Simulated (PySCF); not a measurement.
## Nitrogen: a sound run and one with changed settings

Sound run: N⁺ [He] 2s2 2p2, N²⁺ [He] 2s2 2p1. All numbers are calculated (PySCF 2.14, the spin-free X2C one-electron Hamiltonian (Gaussian nucleus), in x2c-TZVPall (5s3p2d1f, 31 functions)). The sound run starts from symmetry-adapted Hartree-Fock orbitals and uses a fine grid where one is needed.

Changed run: 6 angular points. This setting is unsound on purpose.

| species | method | sound run (hartree) | changed run (hartree) | converged |
| --- | --- | --- | --- | --- |
| N⁺ | UHF | -53.92152 | -53.92152 | yes |
| N⁺ | M06-2X | -54.08382 | -54.10925 | yes |
| N⁺ | TPSS | -54.10422 | -54.86117 | yes |
| N²⁺ | UHF | -52.84834 | -52.84834 | yes |
| N²⁺ | M06-2X | -52.99258 | -53.00841 | yes |
| N²⁺ | TPSS | -53.00786 | -53.40610 | yes |

Ionisation energy of N⁺:

| method | sound run (eV) | changed run (eV) |
| --- | --- | --- |
| UHF | 29.203 | 29.203 |
| M06-2X | 29.694 | 29.955 |
| TPSS | 29.833 | 39.595 |

A coarse angular grid integrates products of high-l functions wrongly, so density functionals can shift, and the SCF can exploit the error; Hartree-Fock and MP2 need no grid.

For comparison, NIST gives 29.601 eV between the lowest levels.
